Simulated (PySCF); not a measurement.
## Name the molecule from its bond curve

A diatomic of charge 0 contains Be. Its doublet curve at UHF-MP2 in a double-zeta basis (no relativity, PySCF), in eV from the separated fragments:

(R (Å), E (eV)): (2.086, -0.030), (2.183, -0.237), (2.280, -0.350), (2.353, -0.389), (2.426, -0.397), (2.499, -0.384), (2.596, -0.349), (2.717, -0.296), (2.863, -0.234), (3.057, -0.169)

The fit gives ωe = 409 cm⁻¹ and the rotational constant Bₑ = 0.4285 cm⁻¹.

Question: Which atom is the partner?

Answer: The minimum lies at 2.413 Å, so the reduced mass is 16.8576 u Å² cm⁻¹/(Bₑ·Re²) = 6.757 u. With Be at 9.01 u the partner weighs about 27.0 u: Al. The molecule is BeAl.

Correlated steps freeze 5 core orbitals. The state is the lowest determinant that a PBE0 search found; another state may lie lower at other levels.
